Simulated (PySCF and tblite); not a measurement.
C₆H₉NO, numbered as in [N:1]#[C:2][C@@H:3]1[CH2:4][CH2:5][CH2:6][O:7][CH2:8]1. Conformers came from 90 starts (ETKDG and KDG, MMFF94s, GFN2-xTB); geometries are PBE0-D3(BJ)/def2-SVP. Energies: PBE0-D3(BJ)/def2-TZVP, with GFN2-xTB thermal terms (modes under about 100 cm⁻¹ blended into free rotors). Symmetry numbers and mirror images are counted. Conformers within 4 kcal/mol (GFN2-xTB free energy) were kept, 7 at most. GIAO shieldings: PBE0/pcSseg-1. Couplings: B3LYP/pcSseg-1 with pcJ-1 on H (gas phase; spin-dipole term only for pairs with B, N, F, Si or P). Shifts are against TMS (¹H), TMS (¹³C), NH3 (¹⁵N) at the same level; of two unlike H on one atom, a is the less shielded. Programs: PySCF with density fitting and tblite.

The 6-ring runs over atoms 3–4–5–6–7–8.

Two conformers hold nearly all the population. I: 6-ring chair (all substituents equatorial); δ(H8b) = 3.14 ppm. II: 6-ring chair (C2 axial); δ(H8b) = 4.03 ppm. The average over the ensemble at 298.15 K is 3.31 ppm.

What populations and free-energy difference follow from a two-state model?

p(I) = (3.31 − 4.03)/(3.14 − 4.03) = 0.81, so K = p(II)/p(I) = 0.24 and G(II) − G(I) = −RT ln K = 0.86 kcal/mol. The weights computed directly are 80.0 % and 20.0 %, with 0.0 % in minor conformers.


¹⁵N shifts are against a computed isolated NH3 molecule, about 20 ppm from the liquid.